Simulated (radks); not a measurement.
Fractional charge and spin in the 4s shell of krypton: the spin-up occupation runs from 0 to 1 and the spin-down occupation from 0 to 1; the fullest corner is Kr3+, [Ar] 3d10 4p(up 1.5, down 1.5) 4s(up 1, down 1). All-electron calculation, scalar-relativistic Kohn-Sham, r2SCAN, spin-polarised, spherical densities, finite nucleus; meta-GGA in the generalised Kohn-Sham scheme; Fermi nuclear charge, rms radius of each element as measured or else 0.836 A^(1/3) + 0.57 fm. Program: a radial shooting solver on a logarithmic mesh with Libxc functionals. Energy (eV) above the fullest corner. The planes named below are the two flat planes that join the four corners, with an edge along up + down = one added electron.

down \ up,0,0.5,1
0,148.771,105.919,66.483
0.5,105.919,67.104,31.621
1,66.483,31.621,0.000

Corners above the fullest one (they belong to Kr4+ and the next ion): (up 1, down 0) 66.483 eV, (up 0, down 1) 66.483 eV, (up 0, down 0) 148.77 eV. With half an added electron in each spin the energy lies 0.621 eV from the planes, and with half an added electron in spin up alone -1.708 eV. The planes are only a guide here: the flat-plane condition holds for ground states with one frontier orbital, while this shell lies below other occupied shells, so the corners above the fullest one are inner-hole states and not the ground states of those ions.
